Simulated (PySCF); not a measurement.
# Two-dimensional NMR puzzle

Compound of formula C₂H₁₃FSi₅. Correlations simulated from computed shifts and the bond graph:

HSQC (one-bond C–H):
| δH | δC |
| --- | --- |
| 5.21 | 82.0 |
| 0.18 | -14.4 |
| -0.07 | -14.4 |

COSY cross peaks (H two or three bonds apart, from the bond graph; peaks can be absent where the dihedral angle is near 90°):
| δH | δH |
| --- | --- |
| 5.21 | 4.07 |
| 4.36 | 4.12 |
| 4.36 | 3.55 |
| 4.36 | 3.51 |
| 4.36 | 0.18 |
| 4.36 | -0.07 |
| 4.12 | 3.55 |
| 4.12 | 3.51 |
| 4.12 | 0.18 |
| 4.12 | -0.07 |
| 4.07 | 3.55 |
| 4.07 | 3.51 |
| 3.55 | 3.51 |
| 0.18 | -0.07 |

HMBC (two and three bonds, from the bond graph):
| δH | δC |
| --- | --- |
| 4.36 | -14.4 |
| 4.12 | -14.4 |
| 4.07 | 82.0 |
| 3.55 | 82.0, -14.4 |
| 3.51 | 82.0, -14.4 |

- shielding tensors at PBE0/pcSseg-1 (GIAO)
- geometry: GFN2-xTB
- run in PySCF 2.14
- one averaged value for each set of equivalent atoms, single conformer, gas phase, no relativistic terms

References, each an isolated molecule treated in the same way: 1H (σref 31.72) and 13C (σref 186.93) vs TMS.

Exchangeable hydrogens are left out of these lists.

Q: Work out the connectivity.

A: `FC[SiH]1[SiH2][SiH2]C[SiH2][SiH2]1`.

Numbering as in the mapped SMILES `[F:1][CH2:2][SiH:3]1[SiH2:4][SiH2:5][CH2:6][SiH2:7][SiH2:8]1`. Hydrogens are named by the atom that carries them. Ha(Si4), Ha(Si5), Ha(C6), Ha(Si7), Ha(Si8) are cis to C2 on the ring; Hb(Si4), Hb(Si5), Hb(C6), Hb(Si7), Hb(Si8) are trans to C2 on the ring.

1. δC 82.0 is C2, an sp3 CH2 bonded to F and Si (δH 5.21).
2. δC -14.4 is C6, an sp3 CH2 bonded to 2 Si (δH 0.18, -0.07).
3. COSY links 5.21–4.07, 4.36–4.12, 4.36–3.55, 4.36–3.51, 4.36–0.18, 4.36–-0.07.

The data come from this structure; uniqueness wasn't tested.

Shifts are as computed. Against solution values, carbons near 30 ppm lie about +3 ppm off and those near 130 ppm about +5 ppm. Of 1211 compounds with measured shifts, 218 miss one by over three times the rms of a fit or turn the order of signals round; such compounds aren't used in these exercises.
